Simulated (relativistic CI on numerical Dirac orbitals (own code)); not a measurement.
## The spin-orbit constant of Ca V from its measured fine structure

Problem. The ground term ³P of Ca V (3s²3p⁴) has the measured levels J = 0: 3275.6, J = 1: 2404.7, J = 2: 0.0 cm⁻¹ (Sugar and Corliss, J. Phys. Chem. Ref. Data 8, 865 (1979)). Test the interval rule and estimate ζ(3p).

Working.
1. In LS coupling E(J) − E(J − 1) = AJ. The intervals give A = -870.9 (J = 1), -1202.3 (J = 2) cm⁻¹.
2. These values spread by 30 % of their mean, from second-order spin-orbit mixing with other terms and from spin-spin terms.
3. The whole width divided by the sum of the upper J values gives a mean A = -1091.9 cm⁻¹.
4. For the Hund term of a shell that is more than half full, A = −ζ/2S with 2S = 2, so ζ = 2184 cm⁻¹.

Check. The value calculated from Dirac-Coulomb-Breit radial functions of this configuration is ζ = 2290 cm⁻¹, 5 % above the estimate from measurement. The same recipe applied to the calculated levels returns 2161 cm⁻¹, which shows the bias of the recipe itself. Where the interval rule fails, the estimate is only rough.
